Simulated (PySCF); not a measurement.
PySCF input (M06-2X/6-311+G**):

```python
from pyscf import gto, dft

mol = gto.M(
    atom='''
    F    -1.49074500    0.99274800    0.46511500
    Si   -0.81030500   -0.37078800   -0.06553200
    Si    1.51930900   -0.10314400   -0.15630000
    H    -1.19576600   -1.45647200    0.86628000
    H    -1.37541400   -0.66266500   -1.40382400
    H     2.11636600   -1.37032800   -0.64665600
    H     1.88270700    0.99266600   -1.08563500
    H     2.06274900    0.19711700    1.18944800
    ''',
    basis='6-311+g**',
    charge=0,
    spin=0,
    verbose=4,
)

mf = dft.RKS(mol, xc='m062x')
mf.grids.level = 4
mf.conv_tol = 1e-9
mf.max_cycle = 100
mf.max_memory = 1500
mf.kernel()
if not mf.converged:
    mf = mf.newton()
    mf.kernel(mf.make_rdm1())
mf.dip_moment()
```

From the output:

```
grids dens level: 4
symmetrized grids: False
atomic radii adjust function: <function treutler_atomic_radii_adjust>
small_rho_cutoff = 0
Set gradient conv threshold to 3.16228e-05
Initial guess from minao.
tot grids = 165216
init E= -681.654542285832
  HOMO = -0.303424871456823  LUMO = -0.0422659578966205  gap/eV = 7.10650
cycle= 1 E= -681.78708430845  delta_E= -0.133  |g|= 0.496  |ddm|= 1.94
  HOMO = -0.355773537466973  LUMO = -0.0122521783546403  gap/eV = 9.34769
cycle= 2 E= -681.777599552403  delta_E= 0.00948  |g|= 0.611  |ddm|= 0.548
  HOMO = -0.355690741568283  LUMO = -0.0061791745575103  gap/eV = 9.51069
cycle= 3 E= -681.831341806042  delta_E= -0.0537  |g|= 0.0373  |ddm|= 0.277
  HOMO = -0.348227492612718  LUMO = -0.00144935773720428  gap/eV = 9.43631
cycle= 4 E= -681.831614527031  delta_E= -0.000273  |g|= 0.0112  |ddm|= 0.0465
  HOMO = -0.35043640626763  LUMO = -0.00230748235495921  gap/eV = 9.47307
cycle= 5 E= -681.831642961283  delta_E= -2.84e-05  |g|= 0.00168  |ddm|= 0.0144
  HOMO = -0.350293314336427  LUMO = -0.00222389180243145  gap/eV = 9.47145
cycle= 6 E= -681.831643620025  delta_E= -6.59e-07  |g|= 0.000269  |ddm|= 0.00201
  HOMO = -0.350341903447336  LUMO = -0.00224480399748109  gap/eV = 9.47220
cycle= 7 E= -681.831643648303  delta_E= -2.83e-08  |g|= 5.31e-05  |ddm|= 0.000626
  HOMO = -0.350341580637361  LUMO = -0.00224277965510435  gap/eV = 9.47225
cycle= 8 E= -681.831643649317  delta_E= -1.01e-09  |g|= 1.4e-05  |ddm|= 0.000109
  HOMO = -0.350341100637947  LUMO = -0.00224274087493757  gap/eV = 9.47224
cycle= 9 E= -681.831643649384  delta_E= -6.75e-11  |g|= 2.56e-06  |ddm|= 2.89e-05
  HOMO = -0.350341185407964  LUMO = -0.00224267949649215  gap/eV = 9.47224
Extra cycle  E= -681.831643649384  delta_E= 2.27e-13  |g|= 1.46e-06  |ddm|= 5.61e-06
converged SCF energy = -681.831643649384
Dipole moment(X, Y, Z, Debye):  0.92325, -1.32947, -0.53791
```

The geometry given is a B3LYP-D3(BJ)/def2-TZVP minimum.
